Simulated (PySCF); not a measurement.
2H-1,3,5-oxadiazine (C₃H₄N₂O), SMILES C1=NC=NCO1.

Geometry optimised at B3LYP-D3(BJ)/def2-SVP. The values are those of a single conformer.

Calculation: B3LYP-D3(BJ)/def2-SVP in PySCF.

Frequencies are harmonic and unscaled.

Problem. Estimate the vibrational spectrum. (Estimate from the structure and the level; the computed values follow.)

Solution. 
```csv
mode,ν (cm⁻¹),IR (km/mol),moving atoms (share of kinetic energy)
1,90,4.1,"H 32 %, O 25 %, N 23 %, C 20 %"
2,328,0.0,"C 30 %, N 29 %, H 28 %, O 13 %"
3,552,15.3,"N 29 %, C 28 %, O 23 %, H 20 %"
4,594,21.5,"N 41 %, H 24 %, C 21 %, O 14 %"
5,670,15.7,"N 39 %, C 38 %, O 18 %"
6,856,42.7,"C 53 %, O 31 %"
7,936,0.8,"N 63 %, C 21 %, O 11 %"
8,961,1.7,"H 55 %, C 34 %, N 8 %"
9,1006,1.5,"H 63 %, C 33 %"
10,1047,21.8,"C 51 %, H 27 %, N 18 %"
11,1073,60.1,"C 58 %, H 27 %, N 10 %"
12,1120,7.9,"C 48 %, H 40 %, N 9 %"
13,1206,138.5,"C 42 %, H 27 %, O 23 %"
14,1268,0.7,H 95 %
15,1388,5.8,H 87 %
16,1398,37.0,"H 73 %, N 16 %, C 11 %"
17,1421,56.7,"H 59 %, C 18 %, N 13 %, O 10 %"
18,1487,0.2,"H 90 %, C 8 %"
19,1655,196.5,"C 52 %, N 38 %, H 9 %"
20,1741,207.1,"C 54 %, N 41 %"
21,3002,62.3,H 94 %
22,3108,23.7,"H 91 %, C 9 %"
23,3150,33.7,"H 92 %, C 8 %"
24,3157,6.9,"H 91 %, C 9 %"
```
